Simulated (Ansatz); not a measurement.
C$_{4}$H$_{12}$O$_{3}$Si, triplet, at the geometry of the source list (a higher spin typed on purpose: for a closed-shell molecule this is an excited state); MP2/STO-3G in Ansatz (a first-principles code).

Input for Ansatz:
Ansatz 0.2 input:
```yaml
crystal:
  periodic: [false, false, false]
  atoms:
    - {symbol: C, position_ang: [-2.36020000, -1.27880000, -0.52230000]}
    - {symbol: O, position_ang: [-1.50130000, -0.18120000, -0.65810000]}
    - {symbol: Si, position_ang: [-0.00020000, -0.00160000, -0.06600000]}
    - {symbol: C, position_ang: [0.00500000, 0.04540000, 1.84420000]}
    - {symbol: O, position_ang: [0.60510000, 1.36420000, -0.70190000]}
    - {symbol: C, position_ang: [0.08180000, 2.66080000, -0.62600000]}
    - {symbol: O, position_ang: [0.89080000, -1.23220000, -0.63870000]}
    - {symbol: C, position_ang: [2.27380000, -1.42340000, -0.53130000]}
    - {symbol: H, position_ang: [-1.89410000, -2.17990000, -0.92450000]}
    - {symbol: H, position_ang: [-2.61030000, -1.44680000, 0.52810000]}
    - {symbol: H, position_ang: [-3.27190000, -1.05500000, -1.07920000]}
    - {symbol: H, position_ang: [-0.66120000, 0.81350000, 2.22740000]}
    - {symbol: H, position_ang: [0.99650000, 0.25380000, 2.23670000]}
    - {symbol: H, position_ang: [-0.31710000, -0.90150000, 2.26870000]}
    - {symbol: H, position_ang: [-0.92450000, 2.69130000, -1.04710000]}
    - {symbol: H, position_ang: [0.74110000, 3.31650000, -1.19770000]}
    - {symbol: H, position_ang: [0.04330000, 3.00240000, 0.41130000]}
    - {symbol: H, position_ang: [2.81060000, -0.58400000, -0.97650000]}
    - {symbol: H, position_ang: [2.52180000, -2.34380000, -1.06310000]}
    - {symbol: H, position_ang: [2.57090000, -1.51980000, 0.51590000]}
basis:
  gaussian:
    orbitals: STO-3G
magnetization: {spin_polarized: true, initial_magnetization: 2}
correlation: {method: mp2}
```

**Question.** Predict the main parts of the log of this Ansatz run.

**Answer.** 
```
Functional definition: HF
774 factors; integrals over basis functions are off by at most 4.2e-5 eV
mean field evaluation 1: about -18047.1691 eV, gradient 2.4e1 eV
mean field evaluation 2: about -18047.6478 eV, gradient 2.4e1 eV
mean field evaluation 4: about -18052.1306 eV, gradient 2.5e0 eV
mean field evaluation 8: about -18052.4954 eV, gradient 5.8e-1 eV
mean field evaluation 16: about -18052.5440 eV, gradient 6.2e-6 eV
mean field evaluation 32: about -18054.6078 eV, gradient 6.4e-1 eV
mean field evaluation 64: about -18053.4265 eV, gradient 3.9e0 eV
mean field evaluation 96: about -18047.1691 eV, gradient 2.4e1 eV
mean field -18054.61913243 eV, -663.4950152563 hartree, gradient 4.7e-6 eV, S^2 2.006780; 14 other end points of the search recorded, 0 dependent functions left out
12 core orbitals not correlated
reference -18054.61913243 eV, -663.4950152563 hartree; 26, 24 occupied and 18, 20 virtual orbitals, 774 factors
second order -8.84433124 eV of doubles, -0.00000000 eV of singles
Total energy: -18063.46346367 eV, -663.8200384344 hartree
```
